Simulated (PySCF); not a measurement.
# CsCa: from constants to spectrum

ROHF-SCS-MP2 constants of CsCa, ²Σ⁺ (doublet), unpaired electrons σ ↑ (Cs def2-SVPD with ECP46, Ca def2-SVPD; scalar-relativistic core potentials (PySCF 2.14); masses 132.9054 and 39.9626 u):

```
ωe              : 28.8 cm⁻¹
ωexe            : 0.448 cm⁻¹
Be              : 0.020719 cm⁻¹
αe              : 0.000346 cm⁻¹
D (centrifugal) : 4.3e-08 cm⁻¹
De to Cs + Ca   : 0.074 eV
```

(1) Give the vibrational terms G(v) and spacings up to v = 3.

(2) How well does the Morse estimate ωe²/(4ωexe) reproduce De, and what is D0?

Correlated steps freeze 5 core orbitals. The bond is weak. Basis-set superposition, not corrected here, can be much of De in a small basis, most of all at correlated wavefunction levels. Spin–orbit coupling is left out. The state is the lowest determinant that a PBE0 search found; another state may lie lower at other levels.

Results:

(1) G(v) = ωe(v+½) − ωexe(v+½)².

```csv
v,G(v) (cm⁻¹),G(v) − G(v−1),Bv (cm⁻¹)
0,14,,0.02055
1,42,28,0.02020
2,69,27,0.01985
3,95,26,0.01951
```

(2) It gives 0.057 eV, 78 % of the computed De. D0 = De − G(0) = 0.074 − 0.002 = 0.072 eV.
